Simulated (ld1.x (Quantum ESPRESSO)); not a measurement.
**Configuration tests for carbon (C) (PAW)**

| Quantity | Value |
| --- | --- |
| Element | C (Z = 6) |
| Generator | ld1.x (Quantum ESPRESSO) 7.5 |
| Type | PAW |
| Functional | LDA (PZ) |
| Relativity | scalar-relativistic |
| Frozen core | [He] |
| Valence charge | 4 |
| Reference configuration | 2s1 2p3 |
| Partial waves | 2s (bound): rcut 1.15, rcutus 1.30 bohr; 2s channel at 4 Ry: rcut 1.15, rcutus 1.30 bohr; 2p (bound): rcut 1.40, rcutus 1.55 bohr; 2p channel at 3.9 Ry: rcut 1.40, rcutus 1.55 bohr |
| Local potential | all-electron potential smoothed inside 1.20 bohr (lloc = -2) |
| Core correction | a·sin(br)/r model core, default radius (core density twice the valence density) |
| Augmentation charge | PSQ, inside the norm-conserving radii |

Energies are relative to the spin-unpolarised reference configuration 2s1 2p3; without spin polarisation the order of configurations can differ from experiment. Spin-polarised rows fill each open shell by Hund’s rule, majority spin first. The frozen-core shift is the all-electron ΔE with the core orbitals held at their reference shape minus the fully relaxed ΔE.

Question: Give the all-electron excitation energy and the error of the potential for: 2s2 2p2; 2s2 2p1; 2s2 2p0; 2s1 2p2; 2s1 2p0; 2s2 2p1.5; 2s2 2p2.3; 2s1 2p3 (spin-polarised); 2s2 2p2 (spin-polarised).

Answer:

```tsv
valence configuration	charge	ΔE all-electron (eV)	error AE − PS (meV)	frozen-core shift (meV)
2s2 2p2	0	-8.242	-0.3	+0.4
2s2 2p1	+1	2.746	-0.6	+0.4
2s2 2p0	+2	27.006	-1.5	+3.0
2s1 2p2	+1	11.240	-0.3	+0.2
2s1 2p0	+3	74.975	-13	+19
2s2 2p1.5	+0.5	-4.213	-0.5	+0.4
2s2 2p2.3	-0.3	-9.441	-0.2	+0.4
2s1 2p3 (spin-polarised)	0	-5.357	-5.7	+5.4
2s2 2p2 (spin-polarised)	0	-9.370	-1.6	+1.9
```
